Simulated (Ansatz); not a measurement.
The same ligand exchange along the group B, Al, Ga, In.

Computed with Ansatz on PBE0-D4/def2-TZVP structures; ΔE is electronic, products minus reactants. CCSD(T)/CBS adds triple-zeta CCSD(T) − MP2 to the extrapolated MP2 energy (def2 sets, frozen cores). This one scheme is used for every species. Functionals use def2-TZVPP. B3LYP here is the variant with VWN-RPA as its local correlation; programs differ in this. def2 core potentials past Kr. For Ga, In outer-core shells are correlated without core-valence functions, which leaves a few kJ/mol of doubt a bond. Scalar relativity is left out up to krypton. One conformer a species, not always the lowest.

| reaction | B3LYP-D4 (kcal/mol) | MP2/CBS(def2) (kcal/mol) | PBE0-D4 (kcal/mol) | RPA@PBE/def2-TZVPP (kcal/mol) | CCSD(T)/CBS(def2) (kcal/mol) |
| --- | --- | --- | --- | --- | --- |
| `FB(F)F` + NH₃ → `NB(F)F` + H–F | 6.1 | 5.1 | 5.2 | 7.1 | 5.7 |
| `[F][Al]([F])[F]` + NH₃ → `[NH2][Al]([F])[F]` + H–F | 19.0 | 19.0 | 17.9 | 19.2 | 19.0 |
| `[F][Ga]([F])[F]` + NH₃ → `[NH2][Ga]([F])[F]` + H–F | 6.2 | 3.3 | 5.2 | 6.3 | 3.8 |
| `[F][In]([F])[F]` + NH₃ → `[NH2][In]([F])[F]` + H–F | 6.5 | 3.4 | 5.4 | 5.0 | 4.5 |

Largest T1 diagnostic: 0.018, for `[F][In]([F])[F]`.
